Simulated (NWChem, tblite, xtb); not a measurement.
CH3ClGeO (SMILES C[O][Ge][Cl]): the dipole moment, rung by rung

The species is CH3ClGeO (7 atoms), meant as a singlet with charge 0. SMILES: `C[O][Ge][Cl]`. The shape is that of a PBE0-D4/def2-TZVP optimisation. This is one conformer, not always the lowest.

```csv
atom,x (Å),y (Å),z (Å)
C,0.4687,0.7185,0.0175
O,0.5651,-0.5233,0.6788
Ge,-0.4025,-1.9941,0.6000
Cl,-1.9383,-1.4272,-0.8918
H,0.3553,1.5103,0.7625
H,-0.3787,0.7509,-0.6718
H,1.3916,0.8968,-0.5407
```

Each level gives the dipole moment (D). The values are calculated.

```csv
level,kind,program,value (D),CPU time
GFN2-xTB,semi-empirical,xtb,1.76,under 2 s
GFN1-xTB,semi-empirical,tblite,1.34,under 2 s
GFN0-xTB,semi-empirical,xtb,0.78,under 2 s
IPEA1-xTB,semi-empirical,tblite,1.92,under 2 s
HF/STO-3G,Hartree–Fock,NWChem,2.31,3.7 s
HF/3-21G,Hartree–Fock,NWChem,2.25,3.7 s
HF/def2-SVP,Hartree–Fock,NWChem,1.07,22 s
B3LYP/6-31G* (spherical functions),global hybrid,NWChem,1.46,27 s
PBE0/def2-SVP,global hybrid,NWChem,1.14,21 s
```

All-electron rows without a relativistic Hamiltonian named are non-relativistic. The values span 0.78 to 2.31 D. Magnitudes only. Sets without polarisation functions give poor dipoles. Without the sets that lack polarisation functions the rows with a basis span only 1.07 to 1.46 D. Times are those of the runs behind each value, whatever else they computed, on shared processors of several kinds: orders of magnitude only.
